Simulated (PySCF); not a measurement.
# Basis and Hamiltonian dependence of the excitation energy of Cd²⁺

Cd²⁺ [Kr] 4d10 (1S) → Cd²⁺ [Kr] 4d9 5s1, s spin flipped. Calculated with PySCF 2.14 from differences of total energies of unrestricted determinants, without spin-orbit coupling. Values in eV.

```csv
basis,Hamiltonian,functions,UHF,LDA,PBE0,MP2 (valence)
aug-cc-pVDZ-PP with ECP28MDF,ECP,54,10.463,10.208,10.482,11.195
ANO-RCC-VTZP,spin-free X2C,68,10.101,10.092,10.285,10.666
aug-cc-pVTZ-PP with ECP28MDF,ECP,88,10.078,9.776,10.062,10.840
"aug-cc-pVTZ-PP with one added diffuse shell each of s, p, d, f, g type with ECP28MDF",ECP,113,10.074,9.774,10.058,10.834
aug-cc-pwCVTZ-PP with ECP28MDF,ECP,122,10.041,9.761,10.042,10.838
```

Frozen in the all-electron rows: valence: [Kr]; with a core potential, the same shells as far as they lie outside it.

At MP2 (valence), aug-cc-pVDZ-PP with ECP28MDF lies more than 0.3 eV from the median of the rows with comparable relativity.

In the upper determinant the s electron has its spin opposite to the other open shell, which mixes two multiplicities.
